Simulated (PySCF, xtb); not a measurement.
pyrazine (C4H4N2), SMILES c1cnccn1.

Harmonic wavenumbers (cm⁻¹) from GFN2-xTB (xtb) at its own minimum, in rising order: 241, 388, 579, 657, 726, 751, 907, 907, 914, 1010, 1090, 1097, 1130, 1198, 1229, 1251, 1351, 1436, 1530, 1582, 3058, 3062, 3068, 3069.

Question: What does PBE-D3(BJ)/def2-SVP (PySCF) give at its own minimum? (Estimate from the structure and the level; the computed values follow.)

Answer: 309, 417, 585, 703, 764, 774, 915, 963, 969, 998, 1025, 1061, 1137, 1211, 1279, 1316, 1403, 1462, 1562, 1577, 3074, 3075, 3087, 3095. Paired by order, the mean absolute difference is 32 cm⁻¹ and the zero-point energies are 46.1 and 46.8 kcal/mol.
